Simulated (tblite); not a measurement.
C$_{4}$HCoO$_{4}$ (SMILES [O+]#[C-]->[CoH](<-[C-]#[O+])(<-[C-]#[O+])<-[C-]#[O+]), singlet, geometry from GFN2-xTB (such geometries of metal compounds can be far from the true shape); GFN1-xTB in tblite.

Input for tblite:
```
$ tblite run mol.xyz --method gfn1 --charge 0 --spin 0 --grad --json tblite.json --no-restart

# file mol.xyz
10

Co     0.16866841    -0.21594632     0.06853971
O      2.11576714     0.29848456    -2.06833429
C      1.35421924     0.10880843    -1.24378571
O      0.72658796     0.75338840     2.78353125
C      0.50304980     0.38753436     1.72901993
O     -1.56131369     1.99895132    -0.63445186
C     -0.88158165     1.12868977    -0.35823750
O     -1.88689263    -2.27515241    -0.32693741
C     -1.09826619    -1.46809481    -0.17680757
H      1.02823552    -1.31645086     0.41783143
```

What the program printed (banner, timings and long lists left out):

```
xTB calculator
 | screened Coulomb repulsion
 | Coulomb electrostatics
 |  * isotropic Klopman-Ohno-Mataga-Nishimoto electrostatics
 |  * onsite third-order electrostatics
 | DFT-D3(BJ) dispersion correction

halogen bonding energy    0.0000000000000E+00 Eh
repulsion energy          3.4585399426614E-01 Eh
dispersion energy        -4.7101135987817E-03 Eh
number of electrons       5.0000000000000E+01 e
integral cutoff           3.1207804940168E+01 bohr

------------------------------------------------------------
  cycle        total energy    energy error   density error
------------------------------------------------------------
      1     -30.51888965440  -3.0860034E+01   8.2736813E-01
      2     -31.06920216493  -5.5031251E-01   4.8594146E-01
      3     -31.06882503713   3.7712780E-04   3.0089198E-01
      4     -31.13146477665  -6.2639740E-02   2.0161065E-01
      5     -31.17758574143  -4.6120965E-02   3.1824180E-02
      6     -31.17981086823  -2.2251268E-03   1.2509404E-02
      7     -31.18003307189  -2.2220366E-04   3.0925225E-03
      8     -31.18003164577   1.4261200E-06   1.2821473E-03
      9     -31.18003584032  -4.1945535E-06   3.4659734E-04
     10     -31.18003616978  -3.2945507E-07   4.5398922E-05
     11     -31.18003617225  -2.4737652E-09   1.1110273E-05
------------------------------------------------------------

electronic energy        -3.1521180052919E+01 Eh
total energy             -3.1180036172252E+01 Eh

Post processing:
 | Mayer-Wiberg bond orders

[Info] Tight-binding results written to 'tblite.txt'
[Info] JSON dump of results written to 'tblite.json'
```
